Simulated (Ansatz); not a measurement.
C$_{5}$H$_{2}$AlF$_{7}$O$_{3}$ (`[OH][Al-]1([F])[O]C(C(F)(F)F)=CC(C(F)(F)F)=[O+]1`) at its PBE0-D4/def2-TZVP geometry, where that method's forces vanish. The species carries charge 0 and has multiplicity 1.

| atom | x (Å) | y (Å) | z (Å) |
| --- | --- | --- | --- |
| O1 | -2.330 | 0.657 | 2.216 |
| Al2 | -1.300 | -0.549 | 1.649 |
| F3 | -1.259 | -2.067 | 2.288 |
| O4 | -1.466 | -0.689 | -0.164 |
| C5 | -0.606 | -0.367 | -1.027 |
| C6 | -1.071 | -0.590 | -2.472 |
| F7 | -0.133 | -0.244 | -3.351 |
| F8 | -1.364 | -1.872 | -2.656 |
| F9 | -2.158 | 0.134 | -2.711 |
| C10 | 0.660 | 0.144 | -0.777 |
| C11 | 1.076 | 0.336 | 0.534 |
| C12 | 2.478 | 0.892 | 0.819 |
| F13 | 3.151 | 1.134 | -0.304 |
| F14 | 3.169 | 0.017 | 1.541 |
| F15 | 2.380 | 2.026 | 1.503 |
| O16 | 0.407 | 0.094 | 1.573 |
| H17 | -2.952 | 0.557 | 2.932 |
| H18 | 1.318 | 0.386 | -1.595 |

(1) For each bond, give half the difference of the two atoms' forces along it (eV/Å; positive pushes the atoms apart) under PBE-D4, r2SCAN-D4, B3LYP-D4, ωB97M-V in def2-TZVPP. (Estimate.)

Answers

(1) The calculation gave: 
| bond | length (Å) | PBE-D4 | r2SCAN-D4 | B3LYP-D4 | ωB97M-V |
| --- | --- | --- | --- | --- | --- |
| O1–Al2 | 1.684 | 0.07 | 0.01 | 0.01 | 0.02 |
| O1–H17 | 0.954 | 0.34 | 0.01 | 0.00 | -0.06 |
| Al2–O4 | 1.826 | -0.21 | -0.14 | -0.08 | 0.02 |
| O4–C5 | 1.259 | 0.79 | 0.43 | 0.26 | 0.08 |
| C5–C6 | 1.535 | -0.52 | -0.31 | -0.23 | -0.05 |
| C5–C10 | 1.388 | -0.10 | -0.03 | -0.02 | -0.01 |
| C6–F7 | 1.331 | 0.59 | 0.26 | 0.29 | 0.15 |
| C6–F8 | 1.328 | 0.63 | 0.28 | 0.29 | 0.14 |
| C6–F9 | 1.328 | 0.63 | 0.29 | 0.29 | 0.14 |
| C10–C11 | 1.388 | -0.10 | -0.03 | -0.02 | -0.01 |
| C10–H18 | 1.077 | 0.06 | -0.08 | -0.12 | -0.14 |
| C11–C12 | 1.535 | -0.52 | -0.31 | -0.23 | -0.05 |
| C12–F13 | 1.331 | 0.59 | 0.26 | 0.29 | 0.15 |
| C12–F14 | 1.328 | 0.63 | 0.28 | 0.29 | 0.14 |

B3LYP here is the variant with VWN-RPA as its local correlation; programs differ in this.

All numbers were calculated with Ansatz.
